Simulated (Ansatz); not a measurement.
Input file for Ansatz (a first-principles code): R-CCSD(T)/def2-TZVPP on CH4OPb (SMILES C[O][PbH]), a point of a bond scan (R = 1.878 Å). Elements past Kr take the def2 small-core potentials; no spin–orbit coupling. The run froze 11 orbitals, filled d shells among them.

Ansatz 0.2 input:
```yaml
crystal:
  periodic: [false, false, false]
  atoms:
    - {symbol: Pb, position_ang: [-0.18088400, -0.24647814, 0.34040536]}
    - {symbol: H, position_ang: [-1.22799667, -0.74183773, -1.13818280]}
    - {symbol: O, position_ang: [1.00528976, 1.06933301, -0.77910563]}
    - {symbol: C, position_ang: [0.89711151, 1.34866124, -2.15568911]}
    - {symbol: H, position_ang: [0.71053154, 2.41844853, -2.30633806]}
    - {symbol: H, position_ang: [1.83700100, 1.10003060, -2.66238683]}
    - {symbol: H, position_ang: [0.08796474, 0.78793494, -2.63935184]}
basis:
  gaussian:
    orbitals: def2-TZVPP
    pivot_positions_ang: [[-0.18088400, -0.24647814, 0.34040536], [-1.22799667, -0.74183773, -1.13818280], [1.00528976, 1.06933301, -0.77910563], [0.89711151, 1.34866124, -2.15568911], [0.71053154, 2.41844853, -2.30633806], [1.83700100, 1.10003060, -2.66238683], [0.08796474, 0.78793494, -2.63935184]]
magnetization: {spin_polarized: false}
correlation: {method: ccsd_t, electrons: outside_noble_gas}
scf: {lower_state_search: off}
output: {orbitals: {seedname: ./end}}
```

The head of its log:

```
WARN ansatz: RAYON_NUM_THREADS=1 ignored (pool sized by the plan → 1); use --threads N
Functional definition: HF
these checks for a lower state are left out or cut short: stability, starts, cluster_reference, orbital_swaps, neighbouring_geometries, increment
integrals: 0.49 GiB planned
1306 factors; integrals over basis functions are off by at most 3.6e-4 eV
mean field: 0.52 GiB planned
mean field evaluation 1: about -8348.0205 eV, gradient 4.0e1 eV
mean field evaluation 2: about -8348.1343 eV, gradient 4.0e1 eV
mean field evaluation 4: about -8351.5203 eV, gradient 3.6e0 eV
mean field evaluation 8: about -8351.5771 eV, gradient 3.0e-1 eV
mean field evaluation 16: about -8351.5778 eV, gradient 2.6e-6 eV
mean field -8351.57782737 eV, -306.9148242530 hartree, gradient 2.6e-6 eV, S^2 0.000000; 0 other end points of the search recorded, 0 dependent functions left out
11 core orbitals not correlated, not the lowest: weight in the atoms' cores, before any rotation towards them, 0.933 or more for the frozen orbitals, at most 0.063 for the correlated occupied ones
reference -8351.57782737 eV, -306.9148242530 hartree; 9, 9 occupied and 148, 148 virtual orbitals, 1306 factors
```

What total energy does the run end on?

-307.4642 hartree (reference determinant -306.9148, T1 diagnostic 0.020).
